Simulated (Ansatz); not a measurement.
**A basis-limit estimate, worked out**

The pair of Li⁺ (SMILES [Li+], atom 1) and BCl₃ (SMILES ClB(Cl)Cl, atoms 2–5), both closed shells, in one local arrangement (a lower one may exist), relaxed at PBE0-D4/def2-TZVP:

```csv
atom,x (Å),y (Å),z (Å)
Li1,0.5618,-0.7148,-2.0091
Cl2,-0.6670,1.0220,-0.9295
B3,-0.1538,0.1956,0.5499
Cl4,-0.5842,0.7432,2.0889
Cl5,0.8432,-1.2460,0.2998
```

Both fragments are computed in the basis of the whole pair.

Ansatz 0.2.0; basis: def2-TZVPPD and def2-QZVPPD; cores frozen in the correlated methods. The outer core shell of Li, Na, Mg and K is correlated.

Energies in eV:

| quantity | pair | first fragment | second fragment |
| --- | --- | --- | --- |
| Hartree–Fock, triple zeta (X = 3) | -38384.95637 | -196.91187 | -38187.13067 |
| Hartree–Fock, quadruple zeta (X = 4) | -38386.01951 | -196.91260 | -38188.16055 |
| MP2 correlation, X = 3 | -18.96299 | -0.81783 | -18.11822 |
| MP2 correlation, X = 4 | -20.64306 | -0.81805 | -19.77973 |
| CCSD(T) correlation, X = 3 | -21.19654 | -0.93468 | -20.23339 |

**Question.** Work out the interaction energy at the basis limit: extrapolate Hartree–Fock as E(X) = E∞ + A exp(−7.88 √X) and the MP2 correlation as E(X) = E∞ + B X^−2.97 (the exponents that Neese and Valeev fitted for def2-TZVPP and QZVPP, reused here for the diffuse sets), then add CCSD(T) − MP2 in triple zeta.

**Answer.** Each step is linear, so take the differences first (pair − first fragment − second fragment): Hartree–Fock -0.91383 (X = 3) and -0.94636 (X = 4); MP2 correlation -0.02694 and -0.04528; CCSD(T) correlation -0.02847.
Two points give E∞ = E(4) + w [E(4) − E(3)], with w = 1/(exp(7.88 (2 − √3)) − 1) = 0.1377 for Hartree–Fock and w = 1/((4/3)^2.97 − 1) = 0.7407 for the correlation.
Hartree–Fock: -0.94636 + 0.1377 × (-0.03253) = -0.9508 eV.
MP2 correlation: -0.04528 + 0.7407 × (-0.01834) = -0.0589 eV.
CCSD(T) − MP2: -0.02847 − (-0.02694) = -0.0015 eV.
Sum: -0.9508 + (-0.0589) + (-0.0015) = -1.0112 eV, or -23.32 kcal/mol. Plain CCSD(T) in triple zeta gives -0.9423 eV, so the larger basis shifts the result by -0.0689 eV.

The T1 diagnostic stays at or below 0.012.

For scale, one of the runs: CCSD(T)/def2-TZVPPD, 212 basis functions, launched by `ansatz run in.yaml --threads 4 --pin off --events-out ev --progress --plain --max-ram 9574MiB`. Time: 16 s of wall clock on 4 CPU threads of an Arm Neoverse V2; the host was shared. Peak host memory: 1.9 GiB.
